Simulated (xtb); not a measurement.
xtb input (GFN1-xTB):

```bash
xtb mol.xyz --gfn 1 --sp --chrg -1 --uhf 0
```
mol.xyz:
```
12

Si     0.78719875     0.59393854    -0.30307161
C      1.48944013    -0.97457061    -0.58849572
F      1.33899123     1.71366736     0.79757253
N     -0.84116281     0.36860948     0.31974756
Si    -1.66101570    -1.10240287     0.02395392
H      0.77617160     1.44498153    -1.53716733
H      2.16848524    -1.12854320    -1.42309018
H      1.55431300    -1.73862849     0.18178005
H     -1.28824382     1.06625982     0.89627310
H     -3.03942368    -0.91640163     0.61254994
H     -1.14523010    -2.32492633     0.69606618
H     -1.89205725    -1.44008997    -1.40417536
```

Output:

```
           -------------------------------------------------
          |                Calculation Setup                |
           -------------------------------------------------

molecular fragmentation (1/2 indicates fragments):
111112111112
# atoms in fragment 1/2:    10     2
 fragment masses (1/2) :      106.23        2.02
CMA distance (Bohr)    :   3.103
constraining FC (au)   :  0.0500

           -------------------------------------------------
          |                 G F N 1 - x T B                 |
           -------------------------------------------------

        Reference                      10.1021/acs.jctc.7b00118
      * Hamiltonian:
        H0-scaling (s, p, d)           1.850000    2.250000    2.000000
        zeta-weighting                 0.000000
      * Dispersion:
        s8                             2.400000
        a1                             0.630000
        a2                             5.000000
        s9                             0.000000
      * Repulsion:
        kExp                           1.500000
        rExp                           1.000000
      * Coulomb:
        alpha                          2.000000
        third order                    atomic
        anisotropic                    false
      * Halogen bond correction:
        rad-scale                      1.300000
        damping                        0.440000

          ...................................................
          :                      SETUP                      :
          :.................................................:
          :  # basis functions                  46          :
          :  # atomic orbitals                  44          :
          :  # shells                           26          :
          :  # electrons                        32          :
          :  # halogen bonds                     0          :
          :  max. iterations                   250          :
          :  Hamiltonian                  GFN1-xTB          :
          :  restarted?                      false          :
          :  GBSA solvation                  false          :
          :  PC potential                    false          :
          :  electronic temp.          300.0000000     K    :
          :  accuracy                    1.0000000          :
          :  -> integral cutoff          0.2500000E+02      :
          :  -> integral neglect         0.1000000E-07      :
          :  -> SCF convergence          0.1000000E-05 Eh   :
          :  -> wf. convergence          0.2000000E-04 e    :
          :  Broyden damping             0.4000000          :
          :  net charge                         -1          :
          :  unpaired electrons                  0          :
          ...................................................

 iter      E             dE          RMSdq      gap      omega  full diag
   1    -18.3684988 -0.183685E+02  0.783E+00    4.71       0.0  T
   2    -18.4166104 -0.481115E-01  0.457E+00    3.93       1.0  T
   3    -18.4161961  0.414276E-03  0.843E-01    3.94       1.0  T
   4    -18.4181589 -0.196284E-02  0.124E-01    4.02       1.0  T
   5    -18.4182122 -0.532147E-04  0.376E-02    3.98       1.0  T
   6    -18.4182169 -0.469768E-05  0.104E-02    3.98       2.8  T
   7    -18.4182177 -0.820007E-06  0.423E-03    3.98       6.8  T
   8    -18.4182177 -0.224287E-07  0.315E-04    3.98      91.8  T
   9    -18.4182177 -0.307693E-09  0.580E-05    3.98     497.3  T
  10    -18.4182177 -0.151630E-10  0.177E-05    3.98    1630.8  T

   *** convergence criteria satisfied after 10 iterations ***

         #    Occupation            Energy/Eh            Energy/eV
      -------------------------------------------------------------
         1        2.0000           -0.6173490             -16.7989
       ...           ...                  ...                  ...
        10        2.0000           -0.3016643              -8.2087
        11        2.0000           -0.3000245              -8.1641
        12        2.0000           -0.2860622              -7.7841
        13        2.0000           -0.2651649              -7.2155
        14        2.0000           -0.2502974              -6.8109
        15        2.0000           -0.2271064              -6.1799
        16        2.0000           -0.1540409              -4.1917 (HOMO)
        17                         -0.0076902              -0.2093 (LUMO)
        18                          0.0166489               0.4530
        19                          0.0246533               0.6709
        20                          0.0673662               1.8331
        21                          0.0813713               2.2142
       ...                                ...                  ...
        44                          1.6150504              43.9478
      -------------------------------------------------------------
                  HL-Gap            0.1463507 Eh            3.9824 eV
             Fermi-level           -0.0808656 Eh           -2.2005 eV

 SCC (total)                   0 d,  0 h,  0 min,  0.013 sec
 SCC setup                      ...        0 min,  0.000 sec (  0.606%)
 Dispersion                     ...        0 min,  0.000 sec (  0.309%)
 classical contributions        ...        0 min,  0.000 sec (  0.134%)
 integral evaluation            ...        0 min,  0.003 sec ( 23.795%)
 iterations                     ...        0 min,  0.004 sec ( 28.400%)
 molecular gradient             ...        0 min,  0.006 sec ( 45.791%)
 printout                       ...        0 min,  0.000 sec (  0.880%)

         :::::::::::::::::::::::::::::::::::::::::::::::::::::
         ::                     SUMMARY                     ::
         :::::::::::::::::::::::::::::::::::::::::::::::::::::
         :: total energy             -18.275017971539 Eh    ::
         :: gradient norm              0.051352969612 Eh/a0 ::
         :: HOMO-LUMO gap              3.982405695729 eV    ::
         ::.................................................::
         :: SCC energy               -18.418217693464 Eh    ::
         :: -> electrostatic           0.145509153351 Eh    ::
         :: repulsion energy           0.147689459958 Eh    ::
         :: dispersion energy         -0.004489738033 Eh    ::
         :: halogen bond corr.         0.000000000000 Eh    ::
         :: add. restraining           0.000000000000 Eh    ::
         :: total charge              -1.000000000000 e     ::
         :::::::::::::::::::::::::::::::::::::::::::::::::::::

           -------------------------------------------------
          |                Property Printout                |
           -------------------------------------------------

    * Orbital Energies and Occupations

         #    Occupation            Energy/Eh            Energy/eV
      -------------------------------------------------------------
         1        2.0000           -0.6173490             -16.7989
       ...           ...                  ...                  ...
         4        2.0000           -0.3940470             -10.7226
         5        2.0000           -0.3582727              -9.7491
         6        2.0000           -0.3421199              -9.3096
         7        2.0000           -0.3343652              -9.0985
         8        2.0000           -0.3325847              -9.0501
         9        2.0000           -0.3094885              -8.4216
        10        2.0000           -0.3016643              -8.2087
        11        2.0000           -0.3000245              -8.1641
        12        2.0000           -0.2860622              -7.7841
        13        2.0000           -0.2651649              -7.2155
        14        2.0000           -0.2502974              -6.8109
        15        2.0000           -0.2271064              -6.1799
        16        2.0000           -0.1540409              -4.1917 (HOMO)
        17                         -0.0076902              -0.2093 (LUMO)
        18                          0.0166489               0.4530
        19                          0.0246533               0.6709
        20                          0.0673662               1.8331
        21                          0.0813713               2.2142
        22                          0.0935536               2.5457
        23                          0.1022931               2.7835
        24                          0.1081609               2.9432
        25                          0.1119727               3.0469
        26                          0.1207586               3.2860
        27                          0.1317812               3.5859
       ...                                ...                  ...
        44                          1.6150504              43.9478
      -------------------------------------------------------------
                  HL-Gap            0.1463507 Eh            3.9824 eV
             Fermi-level           -0.0808656 Eh           -2.2005 eV

  Mulliken/CM5 charges         n(s)   n(p)   n(d)
     1Si    0.27486  0.14280   1.055  1.744  0.926
     2C    -0.41879 -0.46339   0.985  3.434  0.000
     3F    -0.33878 -0.32052   1.787  5.551  0.000
     4N    -0.40987 -0.68576   1.440  3.970  0.000
     5Si    0.17762 -0.02726   1.170  1.941  0.712
     6H    -0.12056 -0.03806   1.121  0.000  0.000
     7H    -0.01175  0.04363   1.012  0.000  0.000
     8H     0.00404  0.06047   0.996  0.000  0.000
     9H     0.18510  0.38620   0.815  0.000  0.000
    10H    -0.13959 -0.06085   1.140  0.000  0.000
    11H    -0.09922 -0.01697   1.099  0.000  0.000
    12H    -0.10305 -0.02029   1.103  0.000  0.000

Wiberg/Mayer (AO) data.
largest (>0.10) Wiberg bond orders for each atom

 ---------------------------------------------------------------------------
     #   Z sym  total        # sym  WBO       # sym  WBO       # sym  WBO
 ---------------------------------------------------------------------------
     1  14 Si   4.904 --     2 C    1.638     3 F    1.077     4 N    0.977
                             6 H    0.934     5 Si   0.165
     2   6 C    3.765 --     1 Si   1.638     7 H    0.947     8 H    0.938
                             5 Si   0.138
     3   9 F    1.148 --     1 Si   1.077
     4   7 N    3.377 --     5 Si   1.404     1 Si   0.977     9 H    0.903
     5  14 Si   4.587 --     4 N    1.404    12 H    0.943    11 H    0.943
                            10 H    0.939     1 Si   0.165     2 C    0.138
     6   1 H    0.988 --     1 Si   0.934
     7   1 H    1.005 --     2 C    0.947
     8   1 H    1.002 --     2 C    0.938
     9   1 H    0.973 --     4 N    0.903
    10   1 H    0.981 --     5 Si   0.939
    11   1 H    0.989 --     5 Si   0.943
    12   1 H    0.988 --     5 Si   0.943
 ---------------------------------------------------------------------------

Topologies differ in total number of bonds
Writing topology from bond orders to xtbtopo.mol

 dipole moment from electron density (au)
     X       Y       Z
  -1.0838   0.6923   0.6258  total (Debye):    3.635

           -------------------------------------------------
          | TOTAL ENERGY              -18.275017971539 Eh   |
          | GRADIENT NORM               0.051352969612 Eh/α |
          | HOMO-LUMO GAP               3.982405695729 eV   |
           -------------------------------------------------

------------------------------------------------------------------------
------------------------------------------------------------------------
 total:
 SCF:
Note: The following floating-point exceptions are signalling: IEEE_DENORMAL
normal termination of xtb
```

It need not be the lowest isomer of its formula. Whether it binds its extra electron was not tested at this geometry.
